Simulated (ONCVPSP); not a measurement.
## aluminium, ONCV: configuration errors across variants

Al, optimised norm-conserving Vanderbilt (ONCV), made with ONCVPSP 4.0.1 (PBEsol, non-relativistic). Core [Ne], reference 3s2 3p1. Waves: 3s: rc 1.85 bohr, ncon 4, nbas 8, qcut 2.8 1/bohr, local; 3p: rc 2.55 bohr, ncon 5, nbas 9, qcut 3.1 1/bohr, 2 projectors, debl 3.1 Ha; d scattering state at 0.09 Ha: rc 2.70 bohr, ncon 3, nbas 7, qcut 3.9 1/bohr, 2 projectors, debl 1.9 Ha. Local part: the s channel. Core correction: none.

All-electron excitation energies from the reference (eV): (1) 3s2 3p0 5.746; (2) 3s1 3p0 24.883; (3) 3s2 3p0.5 2.078; (4) 3s0 3p3 10.338.

Errors AE − PS in meV (a dash: test not solved or not reliable):

```tsv
change	(1)	(2)	(3)	(4)	bound ghosts	GHOST(+) flags above zero
base	-0.8	+17	-0.2	+18	none	none
s: qcut 1.8; p: qcut 2; d: qcut 2.5	-0.2	+19	-0.1	+22	none	none
s: qcut 2.3; p: qcut 2.5; d: qcut 3.1	-0.5	+18	-0.1	+21	none	none
s: qcut 2.6; p: qcut 2.8; d: qcut 3.6	-0.6	+17	-0.1	+20	none	none
s: qcut 3; p: qcut 3.3; d: qcut 4.1	-1.0	+17	-0.2	+16	none	none
s: qcut 3.6; p: qcut 4; d: qcut 5	-1.6	+17	-0.3	+13	none	none
s: qcut 4; p: qcut 4.5; d: qcut 5.6	-1.7	+17	-0.3	+14	none	none
```

Question: Give the same row for: s: qcut 3.2; p: qcut 3.6; d: qcut 4.5.

Answer: -1.2, +17, -0.2, +14; bound ghosts: none; GHOST(+) flags above zero: none.
